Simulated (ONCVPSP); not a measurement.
Pseudopotential generation for hydrogen: ONCV, LDA (Perdew-Zunger), scalar-relativistic.

```json
{
 "Element": "hydrogen",
 "Generator": "ONCVPSP 4.0.1",
 "Type": "optimised norm-conserving Vanderbilt (ONCV)",
 "Functional": "LDA (Perdew-Zunger)",
 "Relativity": "scalar-relativistic",
 "Frozen core": "none",
 "Valence charge": "1",
 "Reference configuration": "1s1",
 "Partial waves": "1s: rc 1.05 bohr, ncon 3, nbas 6, qcut 7.5 1/bohr, 3 projectors, debl 2.2 Ha; p scattering state at 0.26 Ha: rc 0.90 bohr, ncon 4, nbas 8, qcut 7.8 1/bohr, 2 projectors, debl 3.5 Ha",
 "Local potential": "polynomial inside 0.85 bohr (lpopt 5, dvloc0 4 Ha)",
 "Core correction": "none"
}
```

* Cutoffs needed: 16 Ha and 23 Ha (the cutoffs (Ha) at which the residual kinetic energy of the hardest occupied pseudo-wave falls to 1 and 0.1 mHa per electron)
* Ghost test: no bound ghost flagged; no localised positive-energy state flagged
